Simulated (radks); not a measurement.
Results of a calculation; reference values are marked as such.
Q: Ionisation of the calcium ion Ca9+, [Ne] 3s1, to Ca10+, [Ne], under several functionals. Scalar-relativistic Kohn-Sham, spin-unpolarised, spherical densities, finite nucleus; a radial shooting solver on a logarithmic mesh with Libxc functionals. The NIST Atomic Spectra Database gives 211.28 eV (semi-empirical). Rank these functionals by the error of their Delta-SCF ionisation energy: exchange-only B88; SCAN; exchange-only r2SCAN; LDA (Slater exchange, Perdew-Zunger correlation); LDA (Slater exchange, VWN5 correlation); exchange-only LDA; exchange-only PBE; Wu-Cohen GGA; PBE.

A: From best to worst: PBE 211.50 eV (+0.2); exchange-only PBE 211.04 eV (-0.2); LDA (Slater exchange, VWN5 correlation) 211.03 eV (-0.2); LDA (Slater exchange, Perdew-Zunger correlation) 211.02 eV (-0.3); Wu-Cohen GGA 210.84 eV (-0.4); exchange-only B88 210.39 eV (-0.9); exchange-only LDA 209.42 eV (-1.9); SCAN 209.01 eV (-2.3); exchange-only r2SCAN 207.89 eV (-3.4). Spin polarisation and multiplet splitting are left out, so open shells lie too high by an amount that depends on their filling.

Beside tabulated values, note that spin-unpolarised runs miss the spin-polarisation part of the exchange energy of open shells.
